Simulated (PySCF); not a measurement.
Zn(Me) (CH₃Zn), SMILES [CH3][Zn+], charge +1.

Coordinates come from a r2SCAN-D4/def2-TZVP optimisation. The spin state was assumed, not searched. The isomer is the one that the SMILES or the coordinates give; other isomers of the formula were not compared.

Computed with TDDFT-PBE0/def2-TZVPD (PySCF 2.14.0).

Vertical excitations; the highest root listed may be one member of a degenerate set. Isolated molecule, no solvent. State labels are in the subgroup Cs.

Computed excitation energies, oscillator strengths and character:
| state | symmetry | energy (eV) | λ (nm) | f | main pairs |
|---|---|---|---|---|---|
| S1 | A' | 5.38 | 230 | 0.421 | HOMO→LUMO 98 % |
| S2 | A' | 6.46 | 192 | 0.006 | HOMO−1→LUMO (degenerate set) |
| S3 | A" | 6.46 | 192 | 0.006 | HOMO−2→LUMO (degenerate set) |
| S4 | A" | 7.89 | 157 | 0.253 | HOMO→LUMO+1 (degenerate set) |
| S5 | A' | 7.89 | 157 | 0.253 | HOMO→LUMO+2 (degenerate set) |
| S6 | A' | 9.62 | 129 | 0.010 | HOMO→LUMO+3 92 % |
| S7 | A' | 9.81 | 126 | 0.000 | HOMO−4→LUMO (degenerate set) |
| S8 | A" | 9.81 | 126 | 0.000 | HOMO−5→LUMO (degenerate set) |
| S9 | A" | 9.93 | 125 | 0.014 | HOMO−7→LUMO (degenerate set) |
| S10 | A' | 9.93 | 125 | 0.014 | HOMO−6→LUMO (degenerate set) |
| T1 | A' | 2.84 | 437 | 0 | HOMO→LUMO 99 % |
| T2 | A' | 6.00 | 207 | 0 | HOMO−1→LUMO (degenerate set) |
| T3 | A" | 6.00 | 207 | 0 | HOMO−2→LUMO (degenerate set) |
| T4 | A' | 6.59 | 188 | 0 | HOMO→LUMO+2 96 % |
Triplets are in the Tamm–Dancoff approximation, which puts them higher than full response would, so one can lie above its singlet here.
